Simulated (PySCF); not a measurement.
Computed shifts of a molecule C3H12N2Si, PBE/pcSseg-1 (PySCF), GIAO, gas phase, atoms alike by connectivity averaged where their shifts nearly agree, in ppm (number of nuclei): ¹³C: 23.7 (1), 22.9 (1), 21.7 (1). ²⁹Si: -13.6 (1). ¹⁵N: 31.2 (1), 19.4 (1). ¹H: 5.46 (1), 1.57 (3), 1.45 (3), 1.05 (1), 0.89 (1), 0.76 (1), 0.66 (1), 0.44 (1). References: ¹³C against TMS (σ = 182.0 ppm); ²⁹Si against TMS (σ = 335.4 ppm); ¹⁵N against NH3 (σ = 267.0 ppm); ¹H against TMS (σ = 31.49 ppm), references at their B3LYP-D3(BJ)/def2-TZVP geometries, non-relativistic. Geometry: PBE-D3(BJ)/def2-SVP. One conformer was computed; it need not be the lowest.

Problem. Which structure fits?
A) CC[Si@H](N)NC
B) CC(C)[SiH](N)N
C) CN[Si](C)(C)N
D) C[SiH2]NCCN

Solution. B, CC(C)[SiH](N)N
